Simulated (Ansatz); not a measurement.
Reaction (ligand exchange at a B–C bond): `BCOC#N` + `N[SiH2][SiH3]` → `BN[SiH2][SiH3]` + `COC#N`

Computed with Ansatz on PBE0-D4/def2-TZVP structures; ΔE is electronic, products minus reactants. CBS: MP2 limit from def2 TZ/QZ plus the TZ coupled-cluster correction, frozen cores. This one scheme is used for every species. Functionals use def2-TZVPP. B3LYP here is the variant with VWN-RPA as its local correlation; programs differ in this. One conformer a species, not always the lowest.

`BCOC#N`:

```xyz
9

B     1.575   -0.210    0.325
C     0.112    0.270    0.177
O    -0.717   -0.670   -0.562
C    -1.938   -0.314   -0.710
N    -3.045   -0.019   -0.858
H     2.318    0.509    0.921
H     1.949   -1.245   -0.130
H    -0.335    0.435    1.167
H     0.082    1.244   -0.330
```

`N[SiH2][SiH3]`:

```xyz
10

N    -1.486    0.951   -0.297
Si   -0.623   -0.541   -0.305
Si    1.582   -0.134    0.365
H    -1.453    1.541    0.519
H    -2.392    1.005   -0.736
H    -0.662   -1.071   -1.695
H    -1.184   -1.617    0.573
H     1.596    0.566    1.681
H     2.301    0.718   -0.621
H     2.321   -1.418    0.517
```

`BN[SiH2][SiH3]`:

Z-matrix (Å, degrees):
```
Si
N 1 1.751
Si 1 2.344 2 111.0
H 1 1.490 2 109.6 3 120.2
H 1 1.483 2 107.1 3 -121.4
B 2 1.399 1 126.8 3 114.5
H 2 1.011 1 116.5 3 -63.9
H 3 1.488 1 110.6 2 -63.2
H 3 1.488 1 110.5 2 176.0
H 3 1.490 1 109.9 2 56.4
H 6 1.198 2 119.0 1 1.3
H 6 1.198 2 119.6 1 -178.7
```

`COC#N`:

```xyz
7

C     0.825   -0.103    0.150
O    -0.176    0.654   -0.561
C    -1.385    0.288   -0.347
N    -2.485   -0.017   -0.177
H     0.669   -0.003    1.224
H     0.775   -1.151   -0.148
H     1.777    0.331   -0.141
```

(1) Is it downhill or uphill in electronic energy at CCSD(T)/CBS, and by how much? (Best estimate.)

(2) What do these levels give: PBE0-D4, B3LYP-D4, r2SCAN0-D4, revPBE, r2SCAN, PBE0, B3LYP, r2SCANh, RPA@PBE/def2-TZVPP, CCSD/def2-SVP, SCS-MP2/def2-TZVPP, CCSD/def2-TZVPP? (Estimate.)

Largest T1 diagnostic among the species: 0.014.

Results:

(1) Computed: Downhill: ΔE = -138.0 kJ/mol.

(2) The calculation gave: PBE0-D4 -136.1, B3LYP-D4 -139.1, r2SCAN0-D4 -136.3, revPBE -133.9, r2SCAN -135.8, PBE0 -135.0, B3LYP -137.2, r2SCANh -135.8, RPA@PBE/def2-TZVPP -143.0, CCSD/def2-SVP -155.4, SCS-MP2/def2-TZVPP -141.7, CCSD/def2-TZVPP -138.9 kJ/mol.

Leaving LDA and LC-ωPBE aside and taking each functional with its dispersion term where it has one, the values, not all of them listed here, spread over 5.8 kJ/mol, from BLYP-D4 to ωB97X-V. LDA lies −3.6 kJ/mol from PBE without D4. At CCSD(T), def2-SVP lies −20.1 kJ/mol from the extrapolated value and def2-TZVPP −3.1 kJ/mol. In def2-TZVPP, CCSD(T) changes the Hartree–Fock value by −7.1 kJ/mol (the triples alone add −2.1 kJ/mol) and MP2 by −8.3 kJ/mol.
